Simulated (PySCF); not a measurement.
# Ni (nickel, neutral) across methods

[Ar] 3d9 4s1, high-spin 3D determinant (an excited configuration). Computed with PySCF 2.14 in def2-TZVPPD, with the non-relativistic Hamiltonian (point nucleus).

```
   method  E (hartree)  mean ε 3d α (eV)  mean ε 3d β (eV)  mean ε 4s α (eV)  Σ⟨r²⟩ (bohr²)   ⟨S²⟩
CAM-B3LYP    -1508.373            -8.899            -7.770            -6.442          32.27  2.001
     BP86    -1508.518            -5.893            -4.771            -5.011          32.74  2.000
      UHF  -1506.79741           -13.156           -11.660            -6.431          32.92  2.001
      LDA    -1505.617            -5.654            -4.523            -4.964          32.31  2.000
   r2SCAN    -1508.254            -5.280            -4.140            -5.057          32.15  2.001
  r2SCANh    -1508.236            -6.107            -4.948            -5.247          32.10  2.001
      PBE    -1508.039            -5.200            -4.132            -4.775          32.40  2.000
     PBE0    -1508.040            -7.244            -6.096            -5.298          32.17  2.000
```

Q: Estimate the same row for HSE06.

A: E (hartree) = -1508.050; mean ε 3d α (eV) = -6.829; mean ε 3d β (eV) = -5.694; mean ε 4s α (eV) = -4.974; Σ⟨r²⟩ (bohr²) = 32.13; ⟨S²⟩ = 2.000.
